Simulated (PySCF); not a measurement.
## From computed data to an observable: oscillator strength and radiative lifetime

1,1,1,3,3,3-hexafluoropropan-2-yl 2-fluoroprop-2-enoate (C6H3F7O2), SMILES C=C(F)C(=O)OC(C(F)(F)F)C(F)(F)F.

Geometry optimised at PBE-D3(BJ)/def2-SVP. Other conformers were not sampled.

TDA-M06-2X/def2-SVP run with PySCF puts the first singlet state with f over 0.02 at 6.59 eV (vertical), with the transition dipole (1.702, -0.012, 0.000) in atomic units.

Q: Find the oscillator strength, the wavelength and the radiative lifetime that this transition would have in vacuum if emission retraced absorption.

A: 
|μ|² = 2.8969 au, so |μ| = 4.33 D. ΔE = 6.59/27.211 = 0.2422 hartree. f = (2/3) ΔE |μ|² = 0.468 (the program prints 0.468).
λ = 1239.84/6.59 = 188 nm; ν = 53152 cm⁻¹.
Einstein's coefficient A = 0.6670 ν² f s⁻¹ (ν in cm⁻¹) = 8.8e8 s⁻¹, so τ = 1/A = 1.1 ns. This state is S2; the lower singlet has f = 0.000. The figure is the radiative limit of this one transition; relaxation, internal conversion, crossing to triplets and a medium change what is measured.
